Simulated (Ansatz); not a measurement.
Reaction (cleavage of the B–Si bond): `FC[SiH2]BS` + HCl → `SBCl` + `FC[SiH3]`

Gas-phase electronic energies from Ansatz, PBE0-D4/def2-TZVP geometries. CBS: MP2 limit from def2 TZ/QZ plus the TZ coupled-cluster correction, frozen cores. This one scheme is used for every species. DFT in def2-TZVPP. B3LYP here is the variant with VWN-RPA as its local correlation; programs differ in this. Each species was taken in one conformer, which may not be the lowest.

CCSD(T)/CBS gives -93.1 kJ/mol.

Q: Another level gave -100.9 kJ/mol. Which?
A. B2PLYP/def2-TZVPP
B. PBE0-D4/def2-TZVPP
C. B3LYP-D4/def2-TZVPP
D. HF/def2-TZVPP

A: A. B2PLYP -100.9, HF/def2-TZVPP -109.4, B3LYP-D4 -94.8, PBE0-D4 -90.2 kJ/mol.

Largest T1 diagnostic among the species: 0.014.

In def2-TZVPP, CCSD(T) changes the Hartree–Fock value by +16.2 kJ/mol (the triples alone add +1.0 kJ/mol) and MP2 by +7.9 kJ/mol. The D4 term adds +5.6 kJ/mol with B3LYP and +3.5 kJ/mol with PBE0; it sums over pairs of atoms, weighted by their polarisabilities, and B3LYP, whose exchange is more repulsive, gets the larger term.
